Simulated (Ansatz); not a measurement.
C3H4F4O can be A, `OCC(F)(F)C(F)F`, or B, `FCOC(F)C(F)F`.

Gas-phase electronic energies from Ansatz, PBE0-D4/def2-TZVP geometries. CCSD(T)/CBS is the MP2 limit (def2-TZVPP, def2-QZVPP) plus CCSD(T) − MP2 in def2-TZVPP, frozen cores. Functionals use def2-TZVPP. B3LYP here is the variant with VWN-RPA as its local correlation; programs differ in this. One conformer a species, not always the lowest.

A:

```xyz
12

O    -1.151   -1.003   -1.106
C     0.192   -0.951   -0.708
C     0.525    0.380   -0.064
F     1.838    0.415    0.243
F     0.282    1.378   -0.960
C    -0.300    0.690    1.186
F    -0.066   -0.268    2.109
F     0.077    1.874    1.698
H    -1.275   -0.392   -1.838
H     0.892   -1.093   -1.539
H     0.353   -1.744    0.022
H    -1.368    0.714    0.957
```

B:

```xyz
12

F     1.2993    1.8330   -1.0284
C     0.0425    1.8181   -0.4834
O    -0.4642    0.5286   -0.4786
C     0.1104   -0.3203    0.4390
F    -0.3632   -0.0451    1.6964
C    -0.3132   -1.7338    0.0737
F     0.2319   -2.0629   -1.1144
F     0.1587   -2.5878    1.0039
H     0.1161    2.2263    0.5290
H    -0.6189    2.4103   -1.1154
H     1.2023   -0.2370    0.4650
H    -1.4019   -1.8293    0.0131
```

**Question.** Which is lower in electronic energy at CCSD(T)/CBS, and by how much? (Best estimate.)

**Answer.** The calculation gave: A, by 22.5 kJ/mol.

**Question.** Give E(B) − E(A) in kJ/mol with HF/def2-TZVPP, PBE0-D4, MP2/def2-TZVPP, PBE-D4, B3LYP, ωB97M-V, B3LYP-D4. (An estimate is asked.)

**Answer.** The calculation gave: HF/def2-TZVPP 8.7, PBE0-D4 20.3, MP2/def2-TZVPP 21.9, PBE-D4 18.3, B3LYP 12.2, ωB97M-V 22.1, B3LYP-D4 15.3. None reverses the order clearly.

Largest T1 diagnostic: 0.012.

In def2-TZVPP, CCSD(T) changes the Hartree–Fock value by +11.2 kJ/mol (the triples alone add +0.5 kJ/mol) and MP2 by +13.2 kJ/mol. The D4 term adds +3.1 kJ/mol with B3LYP and +1.5 kJ/mol with PBE0; it sums over pairs of atoms, weighted by their polarisabilities, and B3LYP, whose exchange is more repulsive, gets the larger term.
